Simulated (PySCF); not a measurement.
[KI2]-, singlet: computed properties

These are results of PBE0/[K def2-TZVPD, I def2-TZVPD with ECP28], scalar-relativistic core potentials, density fitting, no spin–orbit coupling, PySCF, not measurements.

The structure is a minimum.

Z-matrix (Å, degrees; charge -1 multiplicity 1):
```
K
I  1 3.2528
I  1 3.2528 2 179.92
```

```
Point group                                                                   : C2v
Bond lengths                                                                  : K–I 3.253 Å (×2)
Bond angles                                                                   : I–K–I 179.9°
Dipole moment about the centre of mass                                        : 0.01 D
Principal polarisabilities                                                    : 116.1, 116.1, 146.3 bohr³
Highest occupied level                                                        : -2.79 eV
Rotational symmetry number                                                    : 2
Enthalpy at 298.15 K above 0 K                                                : 17.99 kJ/mol
Zero-point energy                                                             : 2.0 kJ/mol
Lowest empty level                                                            : 2.11 eV
Rotational constants                                                          : 0.006277, 0.006277 cm⁻¹
Entropy at 298.15 K and 1 bar                                                 : 370.1 J/(mol K)
Heat capacity Cp at 298.15 K                                                  : 65.9 J/(mol K)
Principal quadrupole moments (Buckingham, traceless) about the centre of mass : -80.59, 40.29, 40.29 D Å
```

Harmonic modes (masses in u: K 38.964, I 126.904):
```
symmetry  ω (cm⁻¹)  IR (km/mol)
      a1        46         16.0
      b1        46         16.0
      a1        71          0.0
      b2       179         48.5
```

In C2v the vibrations span 2a1 + b1 + b2. Here b1 is antisymmetric to the molecular plane and b2 lies in it.

Charges (e); Mulliken and Löwdin values are unreliable with diffuse functions:
```tsv
atom	Mulliken	Löwdin	polar tensor	Mayer order to K1
K1	0.60	0.21	0.80	–
I2,3	-0.80	-0.61	-0.90	0.33
```

Mulliken populations on K1: s 6.23, p 12.02, d 0.16.

Counting electrons, potassium keeps none of its valence electrons outside its bonds, so the VSEPR class is AX2 and the expected shape is linear (D∞h). The calculation gives C2v instead.

This need not be the most stable arrangement of these atoms. The lowest empty level of this anion is unbound, so it and the gap depend on the basis.

The final relaxation and frequency run took roughly 5 core-minutes on a shared host.
